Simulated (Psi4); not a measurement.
lanthanum atom (La), doublet (typed; the unrestricted solution is spin-contaminated) (core potentials on La).

The Psi4 input:
```
memory 2 GB

molecule {
0 2
La    0.00000000    0.00000000    0.00000000
}

set {
  basis def2-svp
  reference uks
}

energy('cam-b3lyp')
print_variables()
```

What does this run give for the <S^2>, dipole moment?


The <S^2> is 1.100 and the dipole moment comes out as 0.00 D.

These values belong to the state on which the SCF converged, which isn't shown to be the lowest.
